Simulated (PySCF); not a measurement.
PySCF 2.14 output of a UHF calculation on a single atom or ion in Sapporo-DKH3-DZP-2012 (6s4p3d1f, 40 functions), with the spin-free X2C one-electron Hamiltonian (Gaussian nucleus):

```
SCF conv_tol = 1e-09
number electrons alpha = 14  beta = 12
cycle= 1 E= -1391.54433393785  delta_E= -0.00571  |g|= 0.0242  |ddm|= 0.0377
cycle= 2 E= -1391.54443974552  delta_E= -0.000106  |g|= 0.00397  |ddm|= 0.00588
cycle= 3 E= -1391.5444431126  delta_E= -3.37e-06  |g|= 0.00216  |ddm|= 0.00228
cycle= 4 E= -1391.54444406711  delta_E= -9.55e-07  |g|= 0.0005  |ddm|= 0.000946
cycle= 5 E= -1391.54444435678  delta_E= -2.9e-07  |g|= 0.000104  |ddm|= 0.000962
cycle= 6 E= -1391.54444436358  delta_E= -6.79e-09  |g|= 1.74e-05  |ddm|= 0.000145
cycle= 7 E= -1391.54444436381  delta_E= -2.37e-10  |g|= 3.42e-06  |ddm|= 2.35e-05
converged SCF energy = -1391.54444436381  <S^2> = 2.0048094  2S+1 = 3.0032045
```

The run itself started from symmetry-adapted Hartree-Fock orbitals and held the occupation by maximum overlap, so the iterations belong to that start.

Which element, charge and spin multiplicity is this?

Co+ (cobalt, charge +1), multiplicity 3; the state was [Ar] 3d8, high-spin 3F determinant.
